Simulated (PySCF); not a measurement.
C3H7NSi, SMILES C=C=CN[SiH3]. Geometry: PBE-D3(BJ)/def2-SVP. The structure was generated by enumeration, and PubChem lists no compound with its InChIKey, so it may never have been made. One conformer was computed; it need not be the lowest.

Calculation: PBE-D3(BJ)/def2-SVP (PySCF 2.14.0).

Harmonic wavenumbers (cm⁻¹): 104, 131, 145, 209, 253, 270, 585, 600, 683, 701, 786, 846, 863, 886, 905, 945, 972, 995, 1182, 1324, 1355, 1453, 2015, 2156, 2161, 2184, 3011, 3070, 3084, 3569. Rotational constants (GHz): 7.662, 2.295, 1.827; symmetry number 1.

**Question.** Work out the zero-point energy and the ideal-gas rigid-rotor harmonic-oscillator thermochemistry at 298.15 K and 1 atm.

**Answer.** ZPE = ½ Σ hcν = ½ × 37444 cm⁻¹ = 53.53 kcal/mol. H − E(el) = 58.78 kcal/mol. Entropy in cal/(mol K): translation 39.24, rotation 26.71, vibration 17.23, total 83.17. G − E(el) = 33.98 kcal/mol. Cp = 27.47 cal/(mol K). Modes under 150 cm⁻¹ make the vibrational entropy uncertain.
